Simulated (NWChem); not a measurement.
System: C₂H₆OSe; SMILES CC[Se]O

```xyz
10

Se    -0.3709    -0.6597     0.0778
C     -0.4839     1.2249    -0.5125
C      0.3652     2.1815     0.3161
H     -1.5540     1.4564    -0.4426
H     -0.2035     1.2457    -1.5689
H      1.4190     1.8860     0.2802
H      0.0457     2.1962     1.3633
H      0.2928     3.2021    -0.0811
O      1.4341    -0.9085    -0.2085
H      1.8511    -0.7262     0.6501
```
Atoms are numbered in this order, from 1.

Program: NWChem. Geometry: optimised at B3LYP/6-31G* (spherical d). B3LYP is NWChem's, with the RPA form of VWN correlation. Total energies of different functionals are on different scales.

```tsv
level	energy (Ha)	highest occupied level (eV)	orbital gap (eV)	dipole (D)
PBE/def2-TZVP	-2556.0960	(withheld)	(withheld)	2.05
B3LYP/def2-TZVP	-2556.6875	-6.15	4.91	2.15
TPSSh/def2-TZVP	-2556.5863	-5.74	4.31	2.14
BLYP/def2-TZVP	-2556.6257	-5.02	3.14	2.04
CAM-B3LYP/def2-TZVP	-2556.6965	-7.73	7.84	2.22
```

Question: Complete the blanks.

Answer: 
- PBE/def2-TZVP, highest occupied level (eV): -5.16
- PBE/def2-TZVP, orbital gap (eV): 3.19
